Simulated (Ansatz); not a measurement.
Molecule: sum formula SnO2H2 (charge +1, doublet). SMILES of the parent species: [OH][Sn][OH]
Structure (B3LYP-D3(BJ)/def2-TZVP (Ansatz, an electronic-structure program) minimum search):
```xyz
5

Sn     0.2547     0.1506     0.0447
O      0.0408    -1.7787    -0.0739
H      0.8021    -2.3770     0.0124
O     -1.5240     0.9020    -0.1861
H     -1.6727     1.8624    -0.1650
```
Charge +1, spin multiplicity 2.

Task: Give the harmonic wavenumbers at B3LYP-D3(BJ)/def2-TZVP (Ansatz, finite differences of forces, unscaled).

Result: 153, 261, 332, 568, 579, 734, 812, 3726, 3735 cm⁻¹. Zero-point energy 15.6 kcal/mol.

Task: From these and the geometry, give the ideal-gas thermochemistry at 298.15 K and 1 atm (rigid rotor, harmonic oscillator).

Result: Point group C2v, rotational symmetry number 2. Rotational constants 14.37, 5.657, 4.06 GHz. S(trans) 40.98, S(rot) 23.01, S(vib) 7.01, S(elec, spin only) 1.38, S 72.4 cal/(mol K). H(298) - H(0) 3.64 kcal/mol; G - E(el) -2.4 kcal/mol.
